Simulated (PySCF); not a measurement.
# Reading the logs of faulty runs: BF2H4Si anion

Calculated results; nothing here was measured. They come from PySCF 2.14.0, an open-source quantum chemistry program, on an isolated molecule that a program drew, which may never have been made. The molecule is BF2H4Si anion (charge -1, singlet), drawn as the SMILES string `F[BH-](F)[SiH3]`.

Each row is a Hartree-Fock (HF) and frozen-core CCSD(T) single point in the aug-cc-pV(D+d)Z basis, meant for a local HF minimum. Run 1 is clean. Each other run has one planted mistake out of seven kinds, and not every kind appears here: one electron removed, one electron added, multiplicity raised by two, geometry at a saddle point, minimal basis STO-3G, one bond length entered in bohr, all coordinates scaled. The reference is restricted for singlets and unrestricted otherwise, and also for a bond in bohr. Adding or removing an electron swaps singlet and doublet. Electrons count all cores. HOMO and LUMO are orbital energies over both spins, the gradient is its largest component, and the lowest frequency (negative if imaginary) is given only where the gradient is small. Bond lengths are over the 7 bonds as drawn. T1 is the CCSD diagnostic: over 0.02 (restricted) or 0.045 (unrestricted) a single reference is doubtful.

Geometry of the clean run:
```xyz
8
BF2H4Si anion, angstrom
F    -1.8246    0.3757   -1.3231
B    -0.6498   -0.0308   -0.6043
F    -0.8662   -1.3647   -0.1185
Si    1.0058   -0.0208   -1.9074
H    -0.4428    0.7385    0.3426
H     0.9329   -0.9171   -3.1189
H     1.3271    1.3300   -2.5001
H     2.3108   -0.4221   -1.2631
```

```
run  electrons  basis functions  <S^2>  HOMO (eV)  LUMO (eV)  gradient (hartree/bohr)  lowest frequency (cm^-1)  mean bond (Å)  longest bond (Å)      T1  HF (hartree)  CCSD(T) (hartree)                     mistake
  1         42              137  0.000      -4.58       3.92                  3.0e-05                       113         1.5350             2.107  0.0149    -514.97100         -515.66270                    no fault
  2         42              137  2.010       0.75       1.15                  1.1e-01                         -         1.5350             2.107  0.0312    -514.81885         -515.49574  multiplicity raised by two
  3         41              137  0.763     -12.90      -2.16                  1.2e-01                         -         1.5350             2.107  0.0217    -514.84893         -515.51960                           ?
  4         42               28  0.000      -0.42      19.53                  3.4e-02                         -         1.5350             2.107  0.0082    -508.34345         -508.48813                           ?
```

**Which mistake was planted in run 3, and what did it cost?**

It counts 41 electrons, one fewer than the clean run, at the same geometry and basis. So the mistake is: one electron removed. Subtracting run 1 and multiplying by 627.51 kcal/mol a hartree, the energy moved by 76.6 kcal/mol in HF and 89.8 kcal/mol in CCSD(T).

**Which mistake was planted in run 4, and what did it cost?**

It has 28 basis functions where the clean run has 137, with the same electrons and geometry. So the mistake is: minimal basis STO-3G. Subtracting run 1 and multiplying by 627.51 kcal/mol a hartree, the energy moved by 4158.9 kcal/mol in HF and 4502.1 kcal/mol in CCSD(T).

Cautions from the logs. Run 2: the HOMO is above zero, so the electron isn't bound and the energy depends on the basis.
